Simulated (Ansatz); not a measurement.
Na₂Li₅⁻. Charge -1, multiplicity 1. Geometry PBE/def2-TZVPD; atoms count from 1.

| atom | x (Å) | y (Å) | z (Å) |
| --- | --- | --- | --- |
| Li1 | 1.019 | -1.752 | -0.494 |
| Li2 | 0.287 | -0.451 | 2.024 |
| Li3 | -1.030 | 0.409 | -0.544 |
| Li4 | 0.684 | 0.315 | -2.779 |
| Li5 | 1.841 | 0.984 | 0.011 |
| Na6 | -0.663 | 2.736 | 1.328 |
| Na7 | -2.139 | -2.241 | 0.455 |

The restricted singlet is unstable towards broken spin symmetry in Hartree–Fock (as tested in another run); at PBE0/def2-TZVPD this wasn't settled. The structure comes from a short search, and lower isomers may exist.

(1) Estimate the Mulliken populations from the PBE0/def2-TZVPD orbitals of Ansatz.

(2) And the Mayer bond orders between heavy atoms (over 0.3)?

Results:

(1) 
```tsv
atom	charge (e)
Li1	-0.17
Li2	-0.12
Li3	-0.41
Li4	-0.01
Li5	-0.18
Na6	-0.05
Na7	-0.06
```
Mulliken values depend strongly on the basis. With diffuse functions, as here, like atoms can get unlike values, and bond orders can come out too low or too high.

(2) Li1–Li3 0.40 (2.98 Å); Li2–Li3 0.33 (3.01 Å); Li3–Li4 0.37 (2.82 Å); Li3–Li5 0.41 (2.98 Å).
